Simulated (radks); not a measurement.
Results of a calculation; reference values are marked as such.
Q: Valence configurations of Lu2+ (all share [Xe]). Level of theory: non-relativistic Kohn-Sham, TPSS, spin-polarised, spherical densities, point nucleus; open shells are filled with parallel spins first (spin-orbit coupling, left out, can overturn this in heavy ions); meta-GGA in the generalised Kohn-Sham scheme; relativity is left out, which matters for an element this heavy (a radial shooting solver on a logarithmic mesh with Libxc functionals). Order these by energy: 4f13 6s1 6p1; 4f13 5d1 6s1; 4f14 5d1; 4f13.5 6s1.5; 4f14 5d0.5 6s0.5; 4f12 5d1 6s2; 4f12 5d2 6s0.5 6p0.5; 4f12 5d2 6s1; 4f14 6s1; 4f14 6p1.

A: From the lowest, in eV above it: 4f14 5d1 0.000; 4f14 5d0.5 6s0.5 0.512; 4f14 6s1 1.120; 4f14 6p1 5.254; 4f13.5 6s1.5 10.563; 4f13 5d1 6s1 18.312; 4f13 6s1 6p1 26.017; 4f12 5d2 6s1 41.363; 4f12 5d2 6s0.5 6p0.5 43.763; 4f12 5d1 6s2 47.253. NIST lists [Xe] 4f14 6s1 as the ground configuration; this level of theory puts 4f14 5d1 lower, by 1.120 eV. The energies are those of spherical high-spin densities, not of single terms. Relativity is left out, which favours d and f over s occupation in heavy atoms.
